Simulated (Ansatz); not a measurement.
Gas-phase electronic energies from Ansatz, PBE0-D4/def2-TZVP geometries. CCSD(T)/CBS is the MP2 limit (def2-TZVPP, def2-QZVPP) plus CCSD(T) − MP2 in def2-TZVPP, frozen cores. This one scheme is used for every species. Double bonds are as drawn, so ΔE can hold a change between cis and trans. DFT in def2-TZVPP. B3LYP here is the variant with VWN-RPA as its local correlation; programs differ in this. For Se outer-core shells are correlated without core-valence functions, which leaves a few kJ/mol of doubt a bond. Scalar relativity is left out up to krypton. Each species was taken in one conformer, which may not be the lowest.

`C/C=C(\F)[SeH]` + CH₄ → `C/C=C(/C)F` + H₂Se  (formal exchange of groups at a C–Se bond)

`C/C=C(\F)[SeH]`:

Cartesian coordinates in Å:
```
C -1.359 -0.260 0.754
C -0.233 -0.447 -0.202
C 0.733 0.435 -0.416
F 0.790 1.584 0.274
Se 2.043 0.276 -1.778
H -1.310 0.710 1.249
H -2.319 -0.336 0.237
H -1.348 -1.039 1.521
H -0.182 -1.366 -0.773
H 3.186 0.444 -0.866
```

CH₄:

Z-matrix (Å, degrees):
```
C
H 1 1.090
H 1 1.090 2 109.5
H 1 1.090 2 109.5 3 -120.0
H 1 1.090 2 109.5 3 120.0
```

`C/C=C(/C)F`:

```xyz
12

C     1.948    0.065    0.146
C     0.562   -0.384   -0.162
C    -0.544    0.289    0.115
C    -1.948   -0.093   -0.160
F    -0.462    1.491    0.729
H     2.547    0.143   -0.766
H     1.951    1.037    0.639
H     2.457   -0.651    0.799
H     0.429   -1.341   -0.655
H    -1.990   -1.063   -0.654
H    -2.429    0.651   -0.800
H    -2.520   -0.145    0.770
```

H₂Se:

Cartesian coordinates in Å:
```
Se -0.611 0.027 -0.306
H 0.752 -0.272 -0.759
H -0.140 0.245 1.066
```

| level | ΔE (kcal/mol) | difference from CCSD(T)/CBS |
| --- | --- | --- |
| r2SCAN-D4 | -3.8 | 0.5 |
| ωB97X-V | -4.8 | -0.5 |
| B2PLYP | -4.0 | 0.3 |
| PBE | -3.3 | 1.0 |
| r2SCAN | -3.8 | 0.5 |
| PBE0 | -4.7 | -0.4 |
| B3LYP | -4.5 | -0.2 |
| CCSD/def2-TZVPP | -5.1 | -0.8 |
| MP2/CBS(def2) | -3.1 | 1.2 |
| CCSD/CBS(def2) | -5.2 | -0.9 |
| CCSD(T)/CBS | -4.3 | 0 |

Largest T1 diagnostic among the species: 0.011.

The D4 term adds +0.7 kcal/mol with B3LYP and +0.4 kcal/mol with PBE0; it sums over pairs of atoms, weighted by their polarisabilities, and B3LYP, whose exchange is more repulsive, gets the larger term. From PBE to PBE0 (25 % exact exchange), in def2-TZVPP and without D4, ΔE moves by −1.5 kcal/mol. In def2-TZVPP, CCSD(T) changes the Hartree–Fock value by +3.5 kcal/mol (the triples alone add +0.9 kcal/mol) and MP2 by +4.7 kcal/mol.
